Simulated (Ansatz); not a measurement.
Basis-set extrapolation for FH$_{5}$O$_{2}$Si$_{2}$, SMILES `O[SiH](O)[SiH2]F` (PBE0-D4/def2-TZVP geometry, frozen core, the Gaussian-basis code of Ansatz). Multiplicity 1, RHF reference.

```
                      def2-TZVPP   def2-QZVPP
                 HF  -830.245291  -830.276266
    MP2 correlation    -0.970455    -1.054424
CCSD(T) correlation    -1.035812      not run
```

Energies in hartree. Use E(X) = E(∞) + A·exp(−7.88·√X) for Hartree–Fock and E(X) = E(∞) + B·X^(−2.97) for correlation, with X = 3 and 4, and add CCSD(T) minus MP2 of the smaller set to the MP2 limit.

Task: What is the CCSD(T) energy at the basis-set limit?

Result: HF limit: -830.276266 + (-0.030975) × 0.13774 = -830.28053. MP2 limit: -1.054424 + (-0.083969) × 0.74074 = -1.11662. Higher-order term: -1.035812 − (-0.970455) = -0.06536. Total: -831.46251 hartree, 476.3 kJ/mol below CCSD(T)/def2-TZVPP.
